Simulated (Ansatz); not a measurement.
Ansatz (a program for electronic structure) input (RI-MP2/cc-pVQZ):
A basis named .json is the Basis Set Exchange file of that set.

Ansatz 0.2 input:
```yaml
crystal:
  periodic: [false, false, false]
  atoms:
    - {symbol: C, position_ang: [-2.32343271, -0.19693880, -0.03339136]}
    - {symbol: C, position_ang: [-0.89583381, 0.11909597, -0.28452300]}
    - {symbol: C, position_ang: [0.16195647, -0.41651766, 0.60160113]}
    - {symbol: C, position_ang: [1.57490198, -0.02812438, 0.24774330]}
    - {symbol: O, position_ang: [1.89101294, 0.66831141, -0.68043369]}
    - {symbol: H, position_ang: [-2.97795701, 0.26913099, -0.76924440]}
    - {symbol: H, position_ang: [-2.64720421, 0.13927977, 0.96155225]}
    - {symbol: H, position_ang: [-2.51232371, -1.27932047, -0.05692459]}
    - {symbol: H, position_ang: [-0.59783338, 0.74308292, -1.11418701]}
    - {symbol: H, position_ang: [0.01059579, -0.12046179, 1.65461548]}
    - {symbol: H, position_ang: [0.14362221, -1.51956177, 0.65013874]}
    - {symbol: H, position_ang: [2.34744525, -0.44373176, 0.92893870]}
basis:
  gaussian:
    orbitals: cc-pVQZ
    fitting: {mean_field: def2-universal-jkfit, correlation: cc-pVQZ-RIFIT.json}
magnetization: {spin_polarized: true, initial_magnetization: 1}
correlation: {method: mp2, electrons: outside_noble_gas}
```

End of the output:

```
integrals: 0.96 GiB planned
503 factors; integrals over basis functions are off by at most 4.0e0 eV
mean field: 2.16 GiB planned
mean field evaluation 1: about -6266.1024 eV, gradient 3.1e1 eV
mean field evaluation 2: about -6269.6009 eV, gradient 2.0e1 eV
mean field evaluation 4: about -6271.0473 eV, gradient 1.6e0 eV
mean field evaluation 8: about -6271.0743 eV, gradient 1.9e-5 eV
mean field evaluation 16: about -6270.6566 eV, gradient 2.8e0 eV
mean field evaluation 32: about -6271.0743 eV, gradient 2.2e-6 eV
mean field -6271.07432064 eV, -230.4577305965 hartree, gradient 2.2e-6 eV, S^2 0.765242; 4 other end points of the search recorded, 0 dependent functions left out
5 core orbitals not correlated
1045 factors; their error is unknown
reference -6271.07432064 eV, -230.4577305965 hartree; 15, 14 occupied and 465, 466 virtual orbitals, 1045 factors
second order -25.43452916 eV of doubles, -0.00000000 eV of singles
Total energy: -6296.50884980 eV, -231.3924323031 hartree
```

It need not be the lowest isomer of its formula.
